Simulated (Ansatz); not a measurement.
Cost and result for the atomization energy of CH₃F₃NSi (`C[N][Si](F)(F)F`) radical (9 atoms, 8 bonds).

Z-matrix (Å, degrees):
```
C
N 1 1.415
H 1 1.105 2 107.4
H 1 1.097 2 115.2 3 -118.0
H 1 1.094 2 111.1 3 115.4
Si 2 1.704 1 125.4 3 87.3
F 6 1.570 2 109.3 1 138.2
F 6 1.573 2 109.4 1 -103.1
F 6 1.579 2 114.7 1 17.8
```

Total charge 0; spin multiplicity 2. The geometry is a stationary point of PBE0-D4/def2-TZVP. It is one conformer, not always the lowest. Program: Ansatz. Hardware: A = 2 threads of a server CPU on a shared host; B = 2 threads of an AMD EPYC 7R13 on a shared host and a share of an NVIDIA H100 80 GB. Times are those of one run each, without the atoms' runs, and a repeat can differ threefold. Electronic energies, without spin–orbit coupling; frozen cores. CCSD(T)/CBS adds CCSD(T) − MP2 in def2-TZVPP to the MP2 limit, and its time is that of the two runs behind it. T1 = 0.014; ⟨S²⟩ of the reference is 0.76. B3LYP takes the VWN-RPA correlation (the form of Gaussian; ORCA's B3LYP/G).

CCSD(T)/CBS is a level of theory with its own doubt, some kJ/mol a heavy atom from the limit and from the frozen cores, so smaller differences don't rank the functionals.

```
                                 level  functions  wall time
            LDA (SPW92)/def2-TZVPP [A]        239      7.5 s
                  CCSD(T)/def2-SVP [B]        103       11 s
                    MP2/def2-QZVPP [B]        445       12 s
   PBE-D4/def2-TZVPP (with forces) [A]        239       13 s
              revPBE-D4/def2-TZVPP [A]        239       14 s
 B3LYP-D4/def2-TZVPP (with forces) [A]        239       16 s
                CCSD(T)/def2-TZVPP [B]        239       17 s
                PBE0-D4/def2-TZVPP [A]        239       17 s
r2SCAN-D4/def2-TZVPP (with forces) [A]        239       21 s
                     CCSD(T)/CBS(def2)          –       29 s
                 B2PLYP/def2-TZVPP [A]        239       35 s
                 B97M-V/def2-TZVPP [A]        239       37 s
                ωB97X-V/def2-TZVPP [A]        239       72 s
```

Task: What atomization energy does each give, and how far from CCSD(T)/CBS? (Estimate.)

Result: Computed: 
| level | atomization (kJ/mol) | difference from CCSD(T)/CBS | per bond |
| --- | --- | --- | --- |
| LDA (SPW92)/def2-TZVPP [A] | 4248.9 | 559.6 | 69.9 |
| CCSD(T)/def2-SVP [B] | 3376.3 | -313.0 | -39.1 |
| MP2/def2-QZVPP [B] | 3757.1 | 67.8 | 8.5 |
| PBE-D4/def2-TZVPP (with forces) [A] | 3760.2 | 70.9 | 8.9 |
| revPBE-D4/def2-TZVPP [A] | 3646.5 | -42.8 | -5.4 |
| B3LYP-D4/def2-TZVPP (with forces) [A] | 3675.1 | -14.2 | -1.8 |
| CCSD(T)/def2-TZVPP [B] | 3572.8 | -116.5 | -14.6 |
| PBE0-D4/def2-TZVPP [A] | 3663.5 | -25.8 | -3.2 |
| r2SCAN-D4/def2-TZVPP (with forces) [A] | 3698.2 | 8.9 | 1.1 |
| CCSD(T)/CBS(def2) | 3689.3 | 0.0 | 0.0 |
| B2PLYP/def2-TZVPP [A] | 3648.2 | -41.1 | -5.1 |
| B97M-V/def2-TZVPP [A] | 3691.2 | 1.9 | 0.2 |
| ωB97X-V/def2-TZVPP [A] | 3693.5 | 4.2 | 0.5 |

Leaving LDA and LC-ωPBE aside and taking each functional with its dispersion term where it has one, the values, not all of them listed here, spread over 215.0 kJ/mol, from BHLYP-D4 to PBE-D4. LDA lies +506.6 kJ/mol from PBE without D4, its usual overbinding. At CCSD(T), def2-SVP lies −313.1 kJ/mol from the extrapolated value and def2-TZVPP −116.5 kJ/mol: correlation converges slowly with the basis, and small sets miss more of it in the bonded molecule than in its fragments. From PBE to PBE0 (25 % exact exchange), in def2-TZVPP and without D4, the atomization energy moves by −93.7 kJ/mol: exact exchange takes away binding that semilocal exchange gives to molecules.
